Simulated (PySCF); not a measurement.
Isomers of C7H7N3, from PBE0-D3(BJ)/def2-SVP geometry optimisation, gas phase in PySCF 2.14.0. One conformer each, no zero-point energy, no frequencies.

Task: Which is lower in electronic energy at this level?
A. `[N:1]#[C:2][c:3]1[cH:4][cH:5][n:6][n:7]1[CH:8]1[CH2:9][CH2:10]1` with N6–N7–C8–C9 29°: A = 1955, B = 1294, C = 829.6 MHz, dipole 2.35 D
B. `Cc1nnn2ccccc12`: A = 2840, B = 1297, C = 895.4 MHz, dipole 4.50 D

Result: B. That is `Cc1nnn2ccccc12`, 24.0 kcal/mol below the other.

```csv
SMILES,mapped SMILES,E (Eh),relative (kcal/mol),relative (kJ/mol),dipole (D)
Cc1nnn2ccccc12,[CH3:1][c:2]1[n:3][n:4][n:5]2[cH:6][cH:7][cH:8][cH:9][c:10]12,-434.37986,0.0,0.0,4.50
N#Cc1ccnn1C1CC1,[N:1]#[C:2][c:3]1[cH:4][cH:5][n:6][n:7]1[CH:8]1[CH2:9][CH2:10]1,-434.34168,24.0,100.2,2.35
```

As drawn, the higher has a three-membered ring and a C≡N group, which the lower lacks.
